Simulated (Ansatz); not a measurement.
Calculated with Ansatz (gas phase, PBE0-D4/def2-TZVP geometries, no zero-point term in ΔE). CCSD(T)/CBS adds triple-zeta CCSD(T) − MP2 to the extrapolated MP2 energy (def2 sets, frozen cores). This one scheme is used for every species. Functionals use def2-TZVPP. Each species was taken in one conformer, which may not be the lowest.

Reaction (substitution at a C–N bond): `BNCC` + `N=C=CO` → `CCN=C=CO` + `BN`

Q: Is it downhill or uphill in electronic energy at CCSD(T)/CBS, and by how much? (Estimate.)

A: The calculation gave: Downhill: ΔE = -2.8 kcal/mol.

Q: What do these levels give: PBE-D4, PBE0-D4, PBE, PBE0, MP2/def2-QZVPP, CCSD/CBS(def2)? (Best estimate.)

A: The calculation gave: PBE-D4 -2.7, PBE0-D4 -2.7, PBE -2.8, PBE0 -2.7, MP2/def2-QZVPP -3.8, CCSD/CBS(def2) -2.6 kcal/mol.

Largest T1 diagnostic among the species: 0.014.
